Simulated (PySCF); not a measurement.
C5H4F2, SMILES C=CC#CC(F)F.

Coordinates come from a PBE0-D3(BJ)/def2-SVP optimisation. This is a generated structure with no PubChem entry under its InChIKey; it may be hypothetical.

The numbers are results of PBE0/def2-TZVP run with PySCF, not measurements.

Symmetry labels are those of the subgroup Cs that the program uses (full group Cs).

**Question.** List the valence orbital energies around the gap with their symmetry. (Estimate from the structure and the level; the computed values follow.)

**Answer.** 
```json
[
 {"orbital": "HOMO−7", "symmetry": "A\"", "energy (eV)": "-12.36"},
 {"orbital": "HOMO−6", "symmetry": "A'", "energy (eV)": "-12.26"},
 {"orbital": "HOMO−5", "symmetry": "A\"", "energy (eV)": "-11.71"},
 {"orbital": "HOMO−4", "symmetry": "A'", "energy (eV)": "-11.19"},
 {"orbital": "HOMO−3", "symmetry": "A'", "energy (eV)": "-10.40"},
 {"orbital": "HOMO−2", "symmetry": "A\"", "energy (eV)": "-10.10"},
 {"orbital": "HOMO−1", "symmetry": "A'", "energy (eV)": "-8.42"},
 {"orbital": "HOMO", "symmetry": "A\"", "energy (eV)": "-7.59"},
 {"orbital": "LUMO", "symmetry": "A\"", "energy (eV)": "-1.54"},
 {"orbital": "LUMO+1", "symmetry": "A'", "energy (eV)": "0.14"},
 {"orbital": "LUMO+2", "symmetry": "A\"", "energy (eV)": "1.81"},
 {"orbital": "LUMO+3", "symmetry": "A'", "energy (eV)": "1.91"}
]
```
